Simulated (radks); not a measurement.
Values are calculated unless marked as measured or tabulated.
Lu27+, configuration [Kr] 4d8. Level of theory: scalar-relativistic Kohn-Sham, PBE, spin-polarised, spherical densities, point nucleus; open shells are filled with parallel spins first (spin-orbit coupling, left out, can overturn this in heavy ions) (a radial shooting solver on a logarithmic mesh with Libxc functionals).

Unscreened Slater integrals over Kohn-Sham orbitals (cm^-1). They are taken over the spin-up orbitals.

| integral | value |
|---|---|
| F0(4d,4d) | 416240 |
| F2(4d,4d) | 213210 |
| F4(4d,4d) | 144880 |
| F0(4d,4p) | 419150 |
| F2(4d,4p) | 216190 |
| G1(4d,4p) | 270900 |
| G3(4d,4p) | 172790 |
| F0(4d,4s) | 426660 |
| G2(4d,4s) | 214260 |
| F0(4p,4p) | 423040 |
| F2(4p,4p) | 221740 |
| F0(4p,4s) | 430610 |
| G1(4p,4s) | 292280 |
| F0(4s,4s) | 438880 |

Derived for the open shells (J is the average intra-shell exchange parameter used in DFT+U). 4d: Racah B = F2/49 - 5 F4/441 = 2708 cm^-1, C = 35 F4/441 = 11500 cm^-1, C/B = 4.25, F4/F2 = 0.680, J = (F2 + F4)/14 = 25580 cm^-1.
